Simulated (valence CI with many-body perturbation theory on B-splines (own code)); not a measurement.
E1 line list for Pr²⁸⁺

Calculated by valence CI with perturbative core correlation (CI+MBPT): three valence electrons over a frozen Dirac-Fock core [Ar] 3d10, radial functions for each j: 11 s, 11 p, 9 d, 7 f, 5 g, 2 h, 1 i, with the one-electron correlation potential Σ1 (screened to all orders), the two-electron term Σ2, the three-electron term Σ3, Breit, model QED; selected single and double excitations, second order for the rest (own B-spline code, finite nucleus).

No measured spectrum was set against this ion. As an estimate, large intervals hold to a few tenths of a per cent, small ones and those within an open d or f shell to about a per cent.

Lines 51 to 100 of 279 in falling wavelength, among levels below 2601300 cm⁻¹, chosen from the strongest by gf and those to the six lowest levels. Wavelengths and rates use the calculated energies. Electric multipoles are in the length gauge, E1 and E2 with the static RPA response of the core. Weak lines are less certain than strong ones. Lines between different terms over intervals too small for the method are left out, as are lines whose strength nearly cancels. The highest levels of a list are the least certain.

Levels are named by their leading jj configuration (3d3/2^4 stands for four electrons in 3d with j = 3/2), which in mixed levels can hold well under half, so a name can repeat and another be missing. Letters in brackets count levels of one name in rising energy.

| λ vac (nm) | Upper | Lower | A (s⁻¹) | log gf | Branch % |
| --- | --- | --- | --- | --- | --- |
| 14.00 | (4s 4p3/2 4d5/2) J=7/2 [a] | (4s^2 4d5/2) J=5/2 | 1.78e+10 | -0.38 | 10.8 |
| 13.95 | (4p1/2 4p3/2 4d5/2) J=7/2 [b] | (4s 4p1/2 4d5/2) J=5/2 [b] | 2.14e+10 | -0.30 | 14.3 |
| 13.86 | (4p1/2 4p3/2 4d5/2) J=7/2 [a] | (4s 4p1/2 4d5/2) J=5/2 [a] | 3.79e+10 | -0.06 | 52.2 |
| 13.83 | (4s 4p1/2 4d3/2) J=3/2 [a] | (4s 4p1/2 4p3/2) J=3/2 [b] | 1.05e+10 | -0.92 | 25.4 |
| 13.73 | (4s 4p3/2 4d5/2) J=7/2 [b] | (4s^2 4d5/2) J=5/2 | 5.42e+10 | 0.09 | 20.7 |
| 13.71 | (4p1/2 4p3/2 4d3/2) J=5/2 [a] | (4s 4p1/2 4d3/2) J=5/2 | 2.41e+10 | -0.39 | 38.1 |
| 13.47 | (4p1/2 4p3/2 4d5/2) J=9/2 | (4s 4p1/2 4d5/2) J=7/2 | 2.77e+10 | -0.12 | 49.5 |
| 13.36 | (4p1/2 4p3/2 4d3/2) J=7/2 | (4s 4p1/2 4d3/2) J=5/2 | 2.03e+10 | -0.36 | 38.1 |
| 13.26 | (4s 4p3/2 4d3/2) J=5/2 [b] | (4s^2 4d3/2) J=3/2 | 6.44e+10 | 0.01 | 17.8 |
| 13.25 | (4p1/2 4p3/2 4d5/2) J=5/2 [a] | (4s 4p1/2 4d5/2) J=7/2 | 1.83e+10 | -0.54 | 7.3 |
| 13.23 | (4p1/2 4p3/2 4d5/2) J=1/2 | (4s 4p1/2 4d5/2) J=3/2 | 4.80e+10 | -0.60 | 16.5 |
| 13.18 | (4p3/2^2 4d5/2) J=7/2 | (4s 4p3/2 4d3/2) J=7/2 | 1.18e+10 | -0.61 | 11.1 |
| 13.18 | (4s 4p1/2 4d3/2) J=5/2 | (4s 4p1/2 4p3/2) J=3/2 [b] | 2.21e+09 | -1.46 | 4.3 |
| 13.17 | (4p1/2 4p3/2^2) J=3/2 | (4s 4p1/2 4p3/2) J=5/2 | 2.22e+10 | -0.64 | 16.8 |
| 13.09 | (4p1/2 4p3/2^2) J=5/2 | (4s 4p1/2 4p3/2) J=5/2 | 1.73e+10 | -0.57 | 38.2 |
| 13.07 | (4p1/2 4p3/2 4d3/2) J=5/2 [a] | (4s 4p1/2 4d3/2) J=3/2 [a] | 1.44e+10 | -0.65 | 22.8 |
| 13.01 | (4s 4p1/2 4p3/2) J=3/2 [b] | (4s^2 4p1/2) J=1/2 | 6.65e+10 | -0.17 | 93.3 |
| 12.93 | (4p3/2^2 4d3/2) J=3/2 | (4s 4p3/2 4d3/2) J=3/2 [a] | 1.82e+10 | -0.74 | 4.4 |
| 12.91 | (4p1/2 4p3/2^2) J=1/2 | (4s 4p1/2 4p3/2) J=3/2 [b] | 1.05e+11 | -0.28 | 71.7 |
| 12.90 | (4p1/2 4p3/2 4d5/2) J=3/2 [b] | (4s 4p1/2 4d5/2) J=5/2 [b] | 7.10e+10 | -0.15 | 33.5 |
| 12.86 | (4p3/2^2 4d3/2) J=5/2 | (4s 4p3/2 4d3/2) J=7/2 | 1.85e+10 | -0.56 | 4.7 |
| 12.83 | (4p3/2^2 4d5/2) J=7/2 | (4s 4p3/2 4d5/2) J=9/2 | 2.50e+10 | -0.31 | 23.5 |
| 12.83 | (4p3/2^2 4d3/2) J=3/2 | (4s 4p3/2 4d3/2) J=5/2 [a] | 2.77e+10 | -0.56 | 6.8 |
| 12.81 | (4p1/2 4p3/2 4d3/2) J=5/2 [b] | (4s 4p1/2 4d3/2) J=3/2 [b] | 2.52e+10 | -0.43 | 6.9 |
| 12.81 | (4p1/2 4p3/2 4d3/2) J=5/2 [b] | (4s 4p1/2 4d5/2) J=5/2 [a] | 1.43e+10 | -0.68 | 3.9 |
| 12.79 | (4p1/2 4p3/2 4d3/2) J=3/2 [b] | (4s 4p1/2 4d3/2) J=1/2 | 1.83e+10 | -0.75 | 4.4 |
| 12.79 | (4s 4p3/2 4d3/2) J=1/2 [b] | (4s^2 4d3/2) J=3/2 | 1.04e+11 | -0.29 | 24.2 |
| 12.77 | (4p1/2 4p3/2 4d3/2) J=3/2 [a] | (4s 4p1/2 4d3/2) J=3/2 [a] | 5.39e+10 | -0.28 | 39.4 |
| 12.76 | (4p1/2 4p3/2 4d3/2) J=3/2 [b] | (4s 4p1/2 4d3/2) J=3/2 [b] | 3.39e+10 | -0.48 | 8.1 |
| 12.75 | (4p3/2^2 4d3/2) J=5/2 | (4s 4p3/2 4d3/2) J=5/2 [a] | 2.80e+10 | -0.39 | 7.0 |
| 12.73 | (4p1/2 4p3/2 4d3/2) J=1/2 [b] | (4s 4p1/2 4d3/2) J=1/2 | 4.44e+10 | -0.67 | 10.1 |
| 12.71 | (4p1/2 4p3/2 4d3/2) J=1/2 [a] | (4s 4p1/2 4d3/2) J=3/2 [a] | 6.38e+10 | -0.51 | 50.1 |
| 12.70 | (4p1/2 4p3/2 4d5/2) J=7/2 [b] | (4s 4p1/2 4d5/2) J=7/2 | 2.31e+10 | -0.35 | 15.4 |
| 12.70 | (4p1/2^2 4p3/2) J=3/2 | (4s 4p1/2^2) J=1/2 | 4.16e+10 | -0.40 | 41.6 |
| 12.66 | (4s 4p1/2 4d3/2) J=3/2 [a] | (4s 4p1/2 4p3/2) J=5/2 | 1.88e+08 | -2.74 | 0.5 |
| 12.63 | (4p3/2^2 4d3/2) J=7/2 | (4s 4p3/2 4d3/2) J=7/2 | 1.46e+10 | -0.55 | 5.0 |
| 12.56 | (4s 4p1/2 4p3/2) J=1/2 | (4s^2 4p1/2) J=1/2 | 1.70e+11 | -0.10 | 94.6 |
| 12.55 | (4s 4p3/2^2) J=1/2 | (4s^2 4p3/2) J=3/2 | 1.19e+11 | -0.25 | 96.7 |
| 12.54 | (4s 4p3/2 4d5/2) J=3/2 | (4s^2 4d5/2) J=5/2 | 1.50e+11 | 0.15 | 43.3 |
| 12.52 | (4s 4p3/2^2) J=3/2 | (4s^2 4p3/2) J=3/2 | 1.53e+11 | 0.16 | 64.6 |
| 12.47 | (4p3/2^2 4d5/2) J=9/2 | (4s 4p3/2 4d5/2) J=9/2 | 5.16e+10 | 0.08 | 28.7 |
| 12.46 | (4p1/2 4p3/2^2) J=3/2 | (4s 4p1/2 4p3/2) J=3/2 [a] | 5.11e+10 | -0.32 | 38.7 |
| 12.46 | (4s 4p3/2 4d3/2) J=3/2 [b] | (4s 4p3/2^2) J=3/2 | 4.14e+10 | -0.41 | 11.7 |
| 12.45 | (4p3/2^3) J=3/2 | (4s 4p3/2^2) J=5/2 | 4.46e+10 | -0.38 | 30.7 |
| 12.41 | (4s 4p3/2 4d5/2) J=5/2 [b] | (4s^2 4d5/2) J=5/2 | 1.10e+11 | 0.18 | 23.1 |
| 12.39 | (4p1/2 4p3/2^2) J=5/2 | (4s 4p1/2 4p3/2) J=3/2 [a] | 3.90e+08 | -2.27 | 0.9 |
| 12.36 | (4p1/2 4p3/2 4d3/2) J=3/2 [a] | (4p1/2 4p3/2^2) J=5/2 | 3.56e+10 | -0.49 | 26.0 |
| 12.32 | (4p1/2 4p3/2 4d5/2) J=5/2 [b] | (4s 4p1/2 4d5/2) J=5/2 [a] | 2.55e+10 | -0.46 | 8.2 |
| 12.23 | (4p1/2 4p3/2 4d5/2) J=5/2 [a] | (4s 4p1/2 4d3/2) J=5/2 | 3.16e+10 | -0.37 | 12.6 |
| 12.23 | (4p1/2 4p3/2 4d3/2) J=1/2 [a] | (4p1/2 4p3/2^2) J=3/2 | 4.12e+10 | -0.73 | 32.4 |

Q: How does gf follow from A for the line at 12.45 nm?

A: gf = 1.4992 × (2J+1)_upper × A / σ², with σ = 802920 cm⁻¹ and 2J+1 = 4: gf = 0.415.
